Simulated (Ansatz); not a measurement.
Consider the formal exchange of groups at the Si–C bond: `FCC([SiH3])Cl` + `C[O][Al]([F])[O]C` → `C[O][Al]([F])[O][SiH3]` + `CC(Cl)CF`.

Calculated with Ansatz (gas phase, PBE0-D4/def2-TZVP geometries, no zero-point term in ΔE). CCSD(T)/CBS adds triple-zeta CCSD(T) − MP2 to the extrapolated MP2 energy (def2 sets, frozen cores). One conformer a species, not always the lowest.

```tsv
level	ΔE (eV)
CCSD(T)/def2-TZVPP	-2.09
CCSD/CBS(def2)	-2.13
```

What does CCSD(T)/CBS give? (Best estimate.)

The calculation gave: -2.10 eV. The listed levels differ from it by 0.01, -0.03 eV.

Largest T1 diagnostic among the species: 0.012.

From PBE to PBE0 (25 % exact exchange), in def2-TZVPP and without D4, ΔE moves by −0.10 eV. The D4 term adds +0.03 eV with B3LYP and +0.02 eV with PBE0; it sums over pairs of atoms, weighted by their polarisabilities, and B3LYP, whose exchange is more repulsive, gets the larger term. In def2-TZVPP, CCSD(T) changes the Hartree–Fock value by +0.14 eV (the triples alone add +0.03 eV) and MP2 by +0.07 eV.

B3LYP here is the variant with VWN-RPA as its local correlation; programs differ in this.
